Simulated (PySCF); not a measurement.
Job file and geometry (Å, from GFN2-xTB) of an NMR shielding run on `InChI=1S/C6H13NO/c1-4-5-7(3)6(2)8/h4-5H2,1-3H3`, GIAO PBE0/pcSseg-1 NMR shielding, non-relativistic, gas phase (PySCF 2.14.0, density-fitted response routines); density fitting, a coarse starting grid and PySCF grid level 2 are the driver's defaults:

```
{"job": {"kind": "nmr", "xc": "PBE0", "basis": "pcSseg-1"}, "charge": 0, "multiplicity": 1}
C     -2.100610    -0.945324     0.015287
C     -1.886971     0.461876     0.557600
C     -0.497549     0.625932     1.179593
N      0.574270     0.394314     0.232543
C      0.736546     1.352977    -0.832365
C      1.311877    -0.739824     0.334506
C      2.364674    -0.942236    -0.734640
O      1.148489    -1.540149     1.235816
H     -1.404849    -1.155770    -0.793965
H     -3.113571    -1.058791    -0.364114
H     -1.935115    -1.680041     0.799148
H     -2.026006     1.190438    -0.244751
H     -2.627447     0.674361     1.330728
H     -0.390640     1.632678     1.599082
H     -0.367082    -0.106765     1.978857
H      0.355407     0.972751    -1.785401
H      1.785707     1.621994    -0.960790
H      0.182903     2.254887    -0.577946
H      1.924097    -0.905451    -1.728132
H      3.134087    -0.175978    -0.663107
H      2.822864    -1.914934    -0.578421
```

Problem. What does the program print?

Solution. 
```
coarse grid: 16728 points
cycle   1  E = -365.7650518401  dE =  1.001e+00  |g| = 8.762e-01  |ddm| = 3.865e+00
cycle   2  E = -365.2642553167  dE =  5.008e-01  |g| = 1.811e+00  |ddm| = 2.688e+00
cycle   3  E = -365.9131541502  dE = -6.489e-01  |g| = 2.232e-01  |ddm| = 2.120e+00
cycle   4  E = -365.9236647321  dE = -1.051e-02  |g| = 7.972e-02  |ddm| = 2.342e-01
cycle   5  E = -365.9249699859  dE = -1.305e-03  |g| = 2.294e-02  |ddm| = 6.541e-02
cycle   6  E = -365.9250738676  dE = -1.039e-04  |g| = 6.370e-03  |ddm| = 1.815e-02
cycle   7  E = -365.9250818903  dE = -8.023e-06  |g| = 1.282e-03  |ddm| = 4.907e-03
final grid: 159288 points
cycle   8  E = -365.9833408242  dE = -4.959e-05  |g| = 1.497e-02  |ddm| = 3.779e-02
cycle   9  E = -365.9832365335  dE =  1.043e-04  |g| = 2.760e-02  |ddm| = 3.158e-02
cycle  10  E = -365.9833859887  dE = -1.495e-04  |g| = 3.572e-03  |ddm| = 2.267e-02
cycle  11  E = -365.9833886617  dE = -2.673e-06  |g| = 2.760e-04  |ddm| = 2.741e-03
cycle  12  E = -365.9833886768  dE = -1.509e-08  |g| = 1.161e-04  |ddm| = 3.701e-04
cycle  13  E = -365.9833886796  dE = -2.765e-09  |g| = 3.891e-05  |ddm| = 1.306e-04
cycle  14  E = -365.9833886799  dE = -3.112e-10  |g| = 9.513e-06  |ddm| = 3.776e-05
converged SCF energy = -365.9833886799

GIAO shielding tensors (ppm)
atom      isotropic    diamagn.    paramagn.     s11        s22        s33       span
  0 C      174.279     249.058     -74.779    161.385    174.793    186.658     25.274
  1 C      161.868     249.640     -87.772    150.345    163.897    171.362     21.018
  2 C      137.104     247.419    -110.315    111.257    142.936    157.119     45.862
  3 N      144.564     336.379    -191.816     33.084    163.915    236.692    203.609
  4 C      150.915     247.598     -96.683    129.697    141.081    181.968     52.271
  5 C       14.857     247.906    -233.050    -71.563     24.059     92.073    163.637
  6 C      163.248     251.811     -88.563    144.946    157.862    186.937     41.992
  7 O      -94.030     403.560    -497.590   -401.117   -188.805    307.833    708.950
  8 H       30.906      33.393      -2.487     26.136     31.593     34.989      8.853
  9 H       30.779      29.094       1.685     26.054     27.757     38.525     12.471
 10 H       30.801      31.203      -0.402     26.375     29.125     36.902     10.527
 11 H       30.249      32.682      -2.433     26.179     29.607     34.961      8.782
 12 H       30.426      30.582      -0.156     25.589     28.296     37.393     11.804
 13 H       29.284      32.010      -2.726     23.358     28.856     35.637     12.279
 14 H       26.794      32.945      -6.151     22.504     27.237     30.641      8.136
 15 H       28.747      32.107      -3.360     25.120     26.600     34.522      9.402
 16 H       28.564      31.087      -2.524     24.161     27.281     34.249     10.087
 17 H       29.084      31.432      -2.348     24.457     28.222     34.573     10.116
 18 H       29.773      31.320      -1.547     25.719     29.912     33.687      7.968
 19 H       29.629      29.441       0.189     25.545     28.943     34.401      8.856
 20 H       29.673      28.323       1.350     25.492     28.047     35.481      9.989
```

Problem. Turn these shieldings into chemical shifts. Shifts are taken against calculated references (same method and geometry level): TMS for 13C (186.93 ppm) and 1H (31.72 ppm); 15N (267.73 ppm) against NH3; 17O (336.08 ppm) against H2O.

Solution. Averaging equivalent atoms: C 5: 172.1; C 2: 49.8; C 4: 36.0; C 1: 25.1; C 6: 23.7; C 0: 12.6; N 3: 123.2; O 7: 430.1; H 13/14: 3.68; H 15/16/17: 2.92; H 18/19/20: 2.03; H 11/12: 1.38; H 8/9/10: 0.89 ppm. Unscaled 17O shifts of doubly bonded oxygen tend to come out too high, by tens of ppm or more. Experimental scales use liquid or dissolved standards, which lie at an offset from isolated NH3 (liquid NH3: subtract about 20 ppm) and H2O (liquid H2O: subtract about 36 ppm).

Size and cost of the density-fitted run: 201 basis functions, 40 s wall time on 1 thread of an Arm Neoverse V1, shared host.
